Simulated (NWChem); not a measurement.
System: C$_{2}$H$_{8}$OSi; SMILES CO[SiH2]C

Input file for NWChem:

```
start job
memory heap 200 mb stack 900 mb global 1100 mb
geometry units angstroms noautoz
  Si     0.481019     0.490683    -0.001216
  C     -0.575349     2.025113    -0.000948
  O     -0.547054    -0.822465    -0.000105
  C     -0.124875    -2.154947    -0.001148
  H      1.365665     0.444170    -1.212125
  H      1.367721     0.445102     1.208215
  H      0.054931     2.928129    -0.003334
  H     -1.221316     2.052573    -0.891482
  H     -1.217971     2.054914     0.891918
  H      0.480875    -2.401350    -0.893816
  H     -1.010093    -2.809840    -0.004810
  H      0.475658    -2.404193     0.894231
end
basis spherical
  * library def2-tzvp
end
dft
  xc pw6b95
  iterations 150
  semidirect filesize 400000000
  mulliken
end
task dft energy
```

Excerpt of the output:

```
             Northwest Computational Chemistry Package (NWChem) 7.3.0
             --------------------------------------------------------

 C1  symmetry detected

                             Geometry "geometry" -> ""
                             -------------------------

 Output coordinates in angstroms (scale by  1.889725989 to convert to a.u.)

  No.       Tag          Charge          X              Y              Z
 ---- ---------------- ---------- -------------- -------------- --------------
    1 Si                  14.0000     0.51824243     0.49457805     0.00011369
    2 C                    6.0000    -0.53699236     2.02978758    -0.00019613
    3 O                    8.0000    -0.51080029    -0.81781057     0.00053877
    4 C                    6.0000    -0.08960464    -2.15060387    -0.00030497
    5 H                    1.0000     1.40359352     0.44746466    -1.21025666
    6 H                    1.0000     1.40417144     0.44828967     1.21008418
    7 H                    1.0000     0.09395552     2.93233808    -0.00215731
    8 H                    1.0000    -1.18239469     2.05776333    -0.89112341
    9 H                    1.0000    -1.18013758     2.06002414     0.89227840
   10 H                    1.0000     0.51650856    -2.39741515    -0.89261357
   11 H                    1.0000    -0.97530351    -2.80484294    -0.00453662
   12 H                    1.0000     0.51019701    -2.40033222     0.89542978

 Effective nuclear repulsion energy (a.u.)     176.8496020377

                                 NWChem DFT Module
                                 -----------------

 Summary of "ao basis" -> "ao basis" (spherical)
 ------------------------------------------------------------------------------
       Tag                 Description            Shells   Functions and Types
 ---------------- ------------------------------  ------  ---------------------
 Si                        def2-tzvp                13       37   5s5p2d1f
 C                         def2-tzvp                11       31   5s3p2d1f
 O                         def2-tzvp                11       31   5s3p2d1f
 H                         def2-tzvp                 4        6   3s1p

            General Information
            -------------------
          SCF calculation type: DFT
          Wavefunction type:  closed shell.
          No. of atoms     :    12
          No. of electrons :    42
           Alpha electrons :    21
            Beta electrons :    21
          Charge           :     0
          Spin multiplicity:     1
          Use of symmetry is: off; symmetry adaption is: off
          Maximum number of iterations: 150
          AO basis - number of functions:   178
                     number of shells:    78
          Convergence on energy requested:  1.00D-06
          Convergence on density requested:  1.00D-05
          Convergence on gradient requested:  5.00D-04

              XC Information
              --------------
                       PW6B95 Method XC Functional
                     Hartree-Fock (Exact) Exchange  0.280
                    PW6B95 GGA Exchange Functional  0.720
                      PW6B95 Correlation Potential  1.000

             Grid Information
             ----------------
          Grid used for XC integration:  medium
          Radial quadrature: Mura-Knowles
          Angular quadrature: Lebedev.
          Tag              B.-S. Rad. Rad. Pts. Rad. Cut. Ang. Pts.
          ---              ---------- --------- --------- ---------
          Si                  1.10       88          11.0       590
          C                   0.70       49          13.0       434
          O                   0.60       49          11.0       434
          H                   0.35       45          14.0       434
          Grid pruning is: on
          Number of quadrature shells:   595
          Spatial weights used:  Erf1

      Superposition of Atomic Density Guess
      -------------------------------------

 Sum of atomic energies:        -442.96084776

      Non-variational initial energy
      ------------------------------

 Total energy =    -445.000791
 1-e energy   =    -959.413424
 2-e energy   =     337.563031
 HOMO         =      -0.367705
 LUMO         =       0.044981

------------------------------------------------------------
EAF file 0: "./job.aoints.0" size=417333248 bytes
------------------------------------------------------------
               write      read    awrite     aread      wait
               -----      ----    ------     -----      ----
     calls:      796         0         0         0         0
   data(b): 4.17e+08  0.00e+00  0.00e+00  0.00e+00
   time(s): 0.00e+00  0.00e+00  0.00e+00  0.00e+00  0.00e+00
rate(mb/s): 0.00e+00  0.00e+00
------------------------------------------------------------

     ---------------------------------------------
      Total Density - Mulliken Population Analysis
     ---------------------------------------------

    Atom       Charge   Shell Charges
 -----------   ------   -------------------------------------------------------
    1 Si  14    13.29   2.00  0.59  1.39  0.84  0.43  4.11  1.73  0.50  1.07  0.30  0.14  0.16  0.05
    2 C    6     6.76   0.86  1.12  0.56  0.69  0.12  1.30  1.56  0.52  0.01  0.01  0.00
    3 O    8     8.65   0.79  1.18  0.58  0.95  0.22  2.00  2.19  0.70  0.00  0.02  0.00
    4 C    6     6.17   0.86  1.12  0.53  0.65  0.13  1.13  1.27  0.37  0.02  0.07  0.01
    5 H    1     1.07   0.23  0.55  0.28  0.01
    6 H    1     1.07   0.23  0.55  0.28  0.01
    7 H    1     0.80   0.23  0.43  0.12  0.02
    8 H    1     0.81   0.23  0.43  0.12  0.02
    9 H    1     0.81   0.23  0.43  0.12  0.02
   10 H    1     0.86   0.25  0.45  0.14  0.02
   11 H    1     0.86   0.25  0.46  0.13  0.02
   12 H    1     0.86   0.25  0.45  0.14  0.02

[...]
```

Level: PW6B95/def2-TZVP. Coordinates come from a PBE0/def2-SVP optimisation.
